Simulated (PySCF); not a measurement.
Excitation energy of Ge by level of theory

Ge [Ar] 3d10 4s2 4p2 (3P) → Ge [Ar] 3d10 4s1 4p3 (5S), as a difference of total energies. Calculation: PySCF 2.14, in def2-TZVPPD (7s5p5d1f, 54 functions); no relativity, point nucleus. Correlated levels: valence and next inner shell: [Ne] frozen. The calculations carry no spin-orbit coupling.

```tsv
method	excitation energy (eV)	difference from reference (eV)
UHF	3.188	-1.890
MP2 (valence and next inner shell)	4.239	-0.839
SCS-MP2 (valence and next inner shell)	4.613	-0.465
CCSD (valence and next inner shell)	4.396	-0.682
CCSD(T) (valence and next inner shell)	4.469	-0.609
```

Reference: 5.078 eV (measured; NIST levels, between the centres of gravity of the two terms).

These non-relativistic numbers lack the scalar-relativistic shift.

Errors of the correlated levels include the incompleteness of this basis and the frozen core.
